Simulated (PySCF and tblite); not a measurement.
Values are calculated unless marked as measured or tabulated.
Conformers and averaged properties: C5H7N3O, numbered as in [H]/[N:8]=[CH:7]\[c:6]1[o:5][n:4][c:3]([CH2:2][CH3:1])[n:9]1

Free energies: B3LYP-D3(BJ)/def2-SVP (IEF-PCM, methanol) on GFN2-xTB structures plus GFN2-xTB thermal terms, symmetry and mirror images included. Conformers within 3 kcal/mol (GFN2-xTB free energy) were kept, 5 at most. GIAO shieldings: KT2/pcSseg-1 (IEF-PCM, methanol). Couplings: B3LYP/6-31G* with pcJ-1 on H (gas phase; spin-dipole term only for pairs with B, N, F, Si or P). Couplings are for ¹H. H–H couplings come out 0.1 to 0.9 Hz lower than with pcJ-1 on all atoms. Shifts are against TMS (¹H), TMS (¹³C) at the same level. Programs: PySCF with density fitting and tblite.

Torsions listed: C1–C2–C3–N4, O5–C6–C7–N8. Of a mirror pair one member is shown.

```
conformer       shape   symmetry  E(GFN2) kcal/mol  E(DFT) kcal/mol  G(298.15 K) kcal/mol  weight %  dipole D
        1  113°, 180°  C1 (pair)              0.00             0.00                  0.00      60.2      2.09
        2   -114°, 0°  C1 (pair)              0.74             0.20                  0.24      39.8      2.12
```

Weights (%) against temperature:

```json
{"T (K)": "220", "1": "61.9", "2": "38.1", "S(mix) cal/mol/K": "2.70"}
{"T (K)": "260", "1": "60.9", "2": "39.1", "S(mix) cal/mol/K": "2.71"}
{"T (K)": "298.15", "1": "60.2", "2": "39.8", "S(mix) cal/mol/K": "2.71"}
{"T (K)": "340", "1": "59.7", "2": "40.3", "S(mix) cal/mol/K": "2.72"}
{"T (K)": "380", "1": "59.3", "2": "40.7", "S(mix) cal/mol/K": "2.72"}
```

Averaged shifts at 298.15 K. ¹H: 8.49 (H7, 1H), 3.12 (H2, 2H), 1.44 (H1, 3H) ppm. ¹³C: 169.4 (C3), 167.3 (C6), 148.0 (C7), 24.9 (C2), 17.6 (C1) ppm.

Averaged couplings (Hz): ²J(H1,H1) -13.8, ³J(H1,H2) 7.8, ²J(H2,H2) -13.3, ³J(H7,H8) 27.3.

Coordinates of conformer 1 (Å):

```xyz
16

C    -2.300   -0.294   -0.933
C    -1.685   -0.902    0.327
C    -0.439   -0.190    0.689
N    -0.297    0.546    1.760
O     0.967    1.029    1.707
C     1.516    0.544    0.584
C     2.890    0.870    0.214
N     3.487    0.462   -0.811
N     0.686   -0.213   -0.077
H    -2.571    0.746   -0.761
H    -1.590   -0.338   -1.755
H    -3.195   -0.844   -1.212
H    -2.377   -0.834    1.167
H    -1.442   -1.950    0.143
H     3.416    1.523    0.903
H     2.926   -0.147   -1.408
```

H on N, O and S are left out: they exchange, and hydrogen bonds move them by several ppm. Shifts are unscaled: against experiment ¹³C can be off by 15 ppm or more and ¹H by 0.8 ppm.

Search and properties took 2.2 min on 1 thread of Arm Neoverse V2, on a host shared with other jobs (rough), launched as `OMP_NUM_THREADS=1 python ens_run.py task.json out`.


Conformer gaps in def2-SVP on xTB geometries can be 2 kcal/mol too large for S=O, P=O and other polar bonds.